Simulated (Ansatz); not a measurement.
`CBCOC` + `CCI` → `CBCC` + `COCI`  (formal exchange of groups at a B–C bond)

Computed with Ansatz on PBE0-D4/def2-TZVP structures; ΔE is electronic, products minus reactants. CCSD(T)/CBS adds triple-zeta CCSD(T) − MP2 to the extrapolated MP2 energy (def2 sets, frozen cores). Elements past krypton have def2 core potentials. For I outer-core shells are correlated without core-valence functions, which leaves a few kJ/mol of doubt a bond. One conformer a species, not always the lowest.

`CBCOC`:

```xyz
14

C    -1.273   -1.740   -0.569
B    -1.081   -0.790    0.641
C    -0.037    0.367    0.673
O     0.757    0.463   -0.482
C     1.687    1.505   -0.414
H    -2.097   -1.300   -1.155
H    -1.610   -2.742   -0.297
H    -0.411   -1.788   -1.235
H    -1.780   -0.882    1.615
H    -0.574    1.317    0.863
H     0.591    0.232    1.575
H     2.256    1.505   -1.344
H     2.381    1.374    0.429
H     1.192    2.481   -0.300
```

`CCI`:

Cartesian coordinates in Å:
```
C -0.302 -0.726 -0.246
C 0.033 0.682 0.171
I 2.101 0.895 0.715
H -1.362 -0.784 -0.512
H -0.116 -1.437 0.561
H 0.283 -1.036 -1.113
H -0.519 1.002 1.052
H -0.119 1.404 -0.628
```

`CBCC`:

Cartesian coordinates in Å:
```
C 0.999 -0.315 -1.402
B -0.039 0.704 -0.846
C -0.745 0.604 0.543
C -0.430 -0.584 1.441
H 1.984 0.168 -1.301
H 0.884 -0.491 -2.476
H 1.054 -1.271 -0.877
H -0.299 1.669 -1.519
H -1.826 0.663 0.342
H -0.550 1.552 1.067
H -0.686 -1.529 0.957
H -0.980 -0.542 2.385
H 0.635 -0.627 1.686
```

`COCI`:

```xyz
9

C    -0.990    0.135   -0.690
O    -0.419   -0.693    0.299
C     0.713   -0.207    0.863
I     2.475   -0.269   -0.470
H    -1.178    1.141   -0.296
H    -1.931   -0.325   -0.984
H    -0.325    0.208   -1.557
H     1.001   -0.838    1.697
H     0.653    0.849    1.137
```

Is it downhill or uphill in electronic energy at CCSD(T)/CBS, and by how much? (Estimate.)

The calculation gave: Nearly level: ΔE = -0.7 kcal/mol.

What do these levels give: HF/def2-TZVPP, SCS-MP2/def2-TZVPP, CCSD/def2-TZVPP, MP2/def2-QZVPP, SCS-MP2/def2-QZVPP, HF/CBS(def2)? (An estimate is asked.)

Computed: HF/def2-TZVPP 1.3, SCS-MP2/def2-TZVPP -0.3, CCSD/def2-TZVPP 0.1, MP2/def2-QZVPP -0.9, SCS-MP2/def2-QZVPP -0.3, HF/CBS(def2) 1.3 kcal/mol.

Largest T1 diagnostic among the species: 0.011.

In def2-TZVPP, CCSD(T) changes the Hartree–Fock value by −1.8 kcal/mol (the triples alone add −0.6 kcal/mol) and MP2 by −2.1 kcal/mol. From PBE to PBE0 (25 % exact exchange), in def2-TZVPP and without D4, ΔE moves by +1.0 kcal/mol.
